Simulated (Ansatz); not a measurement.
3-fluoropenta-1,4-diyne (C5H3F), SMILES C#CC(F)C#C.

The structure is a stationary point at B3LYP-D3(BJ)/def2-SVP.

Two levels are set side by side: PBE/def2-SVPD (Ansatz, a quantum-chemistry and plane-wave program) and PBE0/def2-SVPD (Ansatz). Energy differences of separate SCF runs at the same geometry; the states with an electron removed or added have multiplicity 2 and 2. Differences are taken from unrounded values.

```csv
quantity,PBE0
vertical ionisation energy (eV),10.42
vertical singlet–triplet gap (eV),5.13
```

Question: What does PBE give, and how far is it from PBE0? (The exact figures need the calculation; the answer reports its results.)

Answer: 
| quantity | PBE | PBE minus PBE0 |
|---|---|---|
| vertical ionisation energy (eV) | 10.15 | -0.27 |
| vertical singlet–triplet gap (eV) | 4.97 | -0.17 |
